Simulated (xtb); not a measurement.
xtb input:

```bash
xtb mol.xyz --gfn 1 --sp --chrg 0 --uhf 0
```
mol.xyz:
```
4

Ta     0.03976536    -0.05345324    -0.14586399
O     -1.37772216    -0.95935198     0.30020135
O     -0.46897159     1.59327137    -0.38748859
F      1.31896428    -0.12991871     1.26070772
```

Question: What final total energy does it print?

Answer: -16.54589 Eh (GFN1-xTB).
